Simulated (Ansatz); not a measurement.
Calculated with Ansatz (gas phase, PBE0-D4/def2-TZVP geometries, no zero-point term in ΔE). CBS: MP2 limit from def2 TZ/QZ plus the TZ coupled-cluster correction, frozen cores. Functionals use def2-TZVPP. No spin–orbit coupling; open shells (•) take unrestricted orbitals. Spin–orbit coupling would lower the free atoms: clearly for Br. Bonds to Br are less sure, by a few kJ/mol each and by 10 to 20 or more in all where they break to atoms, as the def2 sets lack core-valence functions. Scalar relativity is left out up to krypton. Each species was taken in one conformer, which may not be the lowest.

`O[Si]([SiH3])(Cl)Br` → Br• + `O[Si]([SiH3])Cl`•  (homolysis of the Br–Si bond)

| level | ΔE (eV) |
| --- | --- |
| r2SCAN-D4 | 4.19 |
| PBE0-D4 | 4.20 |
| CAM-B3LYP-D4 | 4.09 |
| CCSD/CBS(def2) | 4.30 |

Question: What does CCSD(T)/CBS give? (Estimate.)

Answer: Computed: +4.40 eV. The listed levels differ from it by -0.21, -0.20, -0.31, -0.10 eV.

Largest T1 diagnostic among the species: 0.015.

From PBE to PBE0 (25 % exact exchange), in def2-TZVPP and without D4, ΔE moves by +0.03 eV. Leaving LDA and LC-ωPBE aside and taking each functional with its dispersion term where it has one, the values, not all of them listed here, spread over 0.31 eV, from BLYP-D4 to PBE-QIDH. LDA lies +0.66 eV from PBE without D4, its usual overbinding. At CCSD(T), def2-SVP lies −0.44 eV from the extrapolated value and def2-TZVPP −0.21 eV: correlation converges slowly with the basis, and small sets miss more of it in the bonded molecule than in its fragments.

CCSD(T)/CBS has its own doubt, a few kJ/mol and more with outer-core shells, so smaller differences from it don't rank the levels.
